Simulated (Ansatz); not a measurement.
This geometry of BH3LiNO (7 atoms, charge 0, multiplicity 1) is a first-order saddle point.

All numbers below come from RKS BLYP-D4/cc-pVDZ (Ansatz 0.2.0).

```xyz
7
Properties=species:S:1:pos:R:3
Li -0.804 -1.450 -1.288
N 0.242 -1.095 0.121
B -0.182 0.220 -0.020
O 0.028 1.368 0.773
H 0.856 -1.294 0.922
H -0.969 0.392 -1.021
H 0.829 1.859 0.513
```

Question: Which two structures does it join? (They come from a converged band through this point; their orientation in space is the band's.)

Answer: No bond is made or broken. The dihedral N2–B3–O4–H7 goes from 180 to 0°.

First end point:

```xyz
7
Properties=species:S:1:pos:R:3
Li -0.983 -1.392 -1.196
N 0.000 -1.172 0.266
B 0.011 0.190 -0.026
O 0.623 1.231 0.679
H 0.506 -1.462 1.111
H -0.627 0.512 -1.081
H 0.470 2.093 0.247
```

Last end point:

```xyz
7
Properties=species:S:1:pos:R:3
Li -0.965 -1.484 -1.148
N 0.019 -1.014 0.260
B -0.098 0.293 -0.216
O 0.370 1.536 0.220
H 0.555 -1.175 1.122
H -0.772 0.415 -1.281
H 0.890 1.429 1.043
```

Question: How far does it lie above each of them?

Answer: 6.4 kcal/mol above the first and 6.7 kcal/mol above the second. This is the barrier of this one path; another mechanism may lie lower.

Time of the run: 2.1 min on 1 thread of Intel(R) Xeon(R) Platinum 8488C (Sapphire Rapids) (shared host), peak memory 0.14 GiB.
